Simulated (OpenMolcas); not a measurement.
Al+: CASPT2 settings compared

* Program: OpenMolcas 26.06
* Basis: ANO-L-VQZP [6s5p3d2f]
* Scalar Hamiltonian: non-relativistic, point nucleus
* Active space: 2 electrons in 4 orbitals (3s 3p)
* State averaging: 2S+1 = 3 even, 3 roots (0 in the spin-orbit step); 2S+1 = 1 even, 1 root; 2S+1 = 3 odd, 3 roots; 2S+1 = 1 odd, 3 roots (0 in the spin-orbit step)
* Spin-orbit coupling: RASSI with atomic mean-field integrals over the reference wave functions, term energies averaged over their components

Methods on the same reference wave functions:
A. CASSCF
B. SS-CASPT2, IPEA 0.75 Eh, imaginary shift 0.3 Eh (closed shells correlated: 2s 2p)
C. XMS-CASPT2, IPEA 0.15 Eh, sigma2 regulariser 0.25 Eh (closed shells correlated: 2s 2p)
D. XMS-CASPT2, IPEA 0.3 Eh, imaginary shift 0.4 Eh (closed shells correlated: 2s 2p)

Energies in cm⁻¹ above 3s² ¹S₀, the measured ground level; measured values from NIST Handbook of Basic Atomic Spectroscopic Data.

| Level | A | B | C | D | Measured |
| --- | --- | --- | --- | --- | --- |
| 3s² ¹S₀ | 0.0 | 0.0 | 0.0 | 0.0 | 0.0 |
| 3s 3p ³P°₀ | 37110 | 36979 | 36522 | 36642 | 37393 |
| 3s 3p ³P°₁ | 37158 | 37027 | 36570 | 36690 | 37454 |
| 3s 3p ³P°₂ | 37255 | 37123 | 36666 | 36786 | 37578 |

Deviations, from unrounded energies. A percentage is the sum of absolute deviations over the sum of measured energies, with the sign that they share, or ± where signs differ.

| Against measurement | Levels | A | B | C | D |
| --- | --- | --- | --- | --- | --- |
| mean absolute deviation (cm-1) | 3 | 300 | 430 | 890 | 770 |
| other configurations (%) | 3 | -0.8 | -1.2 | -2.4 | -2.1 |

A lies closest to measurement on these levels and C furthest from it. The largest miss of A in the table is 3s 3p ³P°₂, by -320 cm-1. The ranking rests on the paired levels alone, and a cruder setting can come out closer through cancelling errors.

Among B to D the level of the table that moves most is 3s 3p ³P°₀, by 460 cm-1 (lowest in C, highest in B).

The lowest spin-free term lies below A's lowest term by 0.026 hartree in B, 0.026 hartree in C, 0.026 hartree in D.

Without dynamic correlation excited terms often stand tens of per cent too high (terms of higher spin than the ground term too low), and those without a measured partner can miss by more than the paired ones (holds for A). Measured partners are found by configuration, term and J. A level has none where our copy of the source lacks it or the pairing is in doubt (some pairs that miss far off the trend of their configuration count as doubtful), and it then counts in no deviation. Only configurations of the active space appear.

° marks odd parity.
